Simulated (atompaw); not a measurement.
Pseudopotential generation for Mo: PAW (atompaw), PBE, scalar-relativistic.

atompaw 4.2.0.5 was run on this input:

```
Mo 42
GGA-PBE scalarrelativistic loggrid 1500 logderivrange -7 5 301
5 5 4 0 0 0
5 0 0.5
5 1 0
4 2 5
0 0 0
c
c
c
v
v
c
c
v
v
c
v
2
2.00 1.50 1.50 1.75
n
n
y
0.05
n
custom polynom2 7 10 vanderbiltortho sinc
bessel
1.60
1.80
2.00
2.00
2.00
2.00
PWSCFOUT
UPFDX 0.0125d0 UPFXMIN -7.d0 UPFZMESH 42.d0
END
```

Command:

```bash
atompaw < Mo.input > Mo.log
```

Resulting log (summary file):

```
Completed calculations for Mo (AE)

 Exchange-correlation type: GGA, Perdew-Burke-Ernzerhof

 Radial integration grid is logarithmic
 r0 =   2.0453037E-04 h =   8.5902757E-03   n =      1500 rmax =   8.0000000E+01

 Scalar relativistic calculation

 AEatom converged in  35 iterations
   nz     =  42.00
   delta  =       7.529400698617E-17

 All Electron Orbital energies:
  n  l      occupancy      energy
  1  0      2.0000000E+00 -1.4571770E+03
  2  0      2.0000000E+00 -2.0600165E+02
  3  0      2.0000000E+00 -3.5258071E+01
  4  0      2.0000000E+00 -4.9658525E+00
  5  0      5.0000000E-01 -5.0413361E-01
  2  1      6.0000000E+00 -1.8418287E+02
  3  1      6.0000000E+00 -2.8107460E+01
  4  1      6.0000000E+00 -3.0665475E+00
  5  1      0.0000000E+00 -2.4674246E-01
  3  2      1.0000000E+01 -1.6474884E+01
  4  2      5.0000000E+00 -5.1003405E-01

 Total energy
   Total                    :    -8097.03834625570289

 ---
 Completed calculations for Mo (SC)

 Exchange-correlation type: GGA, Perdew-Burke-Ernzerhof

 Radial integration grid is logarithmic
 r0 =   2.0453037E-04 h =   8.5902757E-03   n =      1500 rmax =   8.0000000E+01

 Scalar relativistic calculation

 SCatom converged in   1 iterations
   nz     =  42.00
   delta  =       4.001749942747E-17

 Valence Electron Orbital energies:
  n  l      occupancy      energy
   4  0      2.0000000E+00 -4.9658525E+00
   5  0      5.0000000E-01 -5.0413361E-01
   4  1      6.0000000E+00 -3.0665475E+00
   5  1      0.0000000E+00 -2.4674246E-01
   4  2      5.0000000E+00 -5.1003405E-01

 Total energy
   Total                    :    -8097.03834626034859
   Valence                  :     -362.90847248906402

 PAW parameters:
       lmax =            2
         rc =    2.0071163154526737
        irc =         1071
   rc_shape =    1.5116269589241862
    rc_vloc =    1.5116269589241862
    rc_core =    1.7644356134583645
   Vloc: truncated form - Vps(r)=A.sin(qr)/r for r<rc
   Projector type: improved polynomial pseudization + Vanderbilt ortho.
   Sinc^2 compensation charge shape zeroed at   1.5116E+00

 Number of basis functions     6
 No.   n  nodes  l      Energy         Cp coeff         Occ
  1    4    3    0   -0.4965852E+01 -0.1955844E+02  0.2000000E+01
  2    5    4    0   -0.5041336E+00 -0.3242992E+02  0.5000000E+00
  3    4    2    1   -0.3066547E+01  0.8448571E+01  0.6000000E+01
  4    5    3    1   -0.2467425E+00  0.4705278E+03  0.0000000E+00
  5    4    1    2   -0.5100341E+00 -0.1104001E+04  0.5000000E+01
  6  999    2    2    0.5000000E-01 -0.1690610E+03  0.0000000E+00

 Eigenvalues of overlap operator (in the basis of projectors):
    1        4.49022707E-01
    2        4.95230435E-01
    3        1.50047420E+00
    4        5.61461263E+01
    5        9.37233418E+02
    6        1.36012799E+03

 Orbital leakage outside PAW augmentation regions
   orb  is_core?  %out_of_sphere
   1 0    T           0.00
   2 0    T           0.00
   3 0    T           0.00
   4 0    F           2.40
   5 0    F          90.90
   2 1    T          -0.00
   3 1    T           0.00
   4 1    F           6.22
   5 1    F          96.77
   3 2    T           0.00
   4 2    F          38.39

 Summary of PAW energies
   Total valence energy     :   -362.90853501761387
   Smooth energy            :     81.75032991818719
   One center               :   -444.65886493580109
   Smooth kinetic           :     33.78743993028105
   Vloc energy              :     18.74129966274999
   Smooth exch-corr         :    -13.01239831285746
   One-center xc            :   -233.77489468114848
```

The run took about 3.3 s on one core of a shared server CPU.
